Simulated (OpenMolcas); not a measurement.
Consider [Cu2(μ-F)2(Cl)4]2-, a planar model complex in vacuum (2 bridging F, bridge angle 92°, metal-metal distance 2.80 Å, Cu–F 1.94 Å; typed geometry, not optimised).

```xyz
8

Cu    -1.3984     0.0000     0.0000
Cu     1.3984     0.0000     0.0000
F      0.0000     1.3504     0.0000
F      0.0000    -1.3504     0.0000
Cl    -3.0460     1.6476     0.0000
Cl    -3.0460    -1.6476     0.0000
Cl     3.0460     1.6476     0.0000
Cl     3.0460    -1.6476     0.0000
```

**Question.** Give the energies of the total-spin states at CASSCF(2,2) on the singly occupied d orbitals (ANO-RCC-VDZP, scalar-relativistic DKH2, RICD, no spin-orbit coupling, OpenMolcas), and the exchange constant.

**Answer.** Local spins 1/2 and 1/2.

| total S | E (cm⁻¹) | natural occupations, lowest and highest |
|---|---|---|
| 1 | 0.0 | 1.000, 1.000 |
| 0 | 18.1 | 0.998, 1.002 |

J = 9.0 cm⁻¹ (ferromagnetic).

J is defined by H = −2J S1·S2, so negative values are antiferromagnetic. Wave-function values come from the highest and lowest total spin; broken-symmetry values use Yamaguchi's formula with the computed ⟨S²⟩. The active space holds the singly occupied metal orbitals alone, without bridging-ligand orbitals. No row is a measured value.
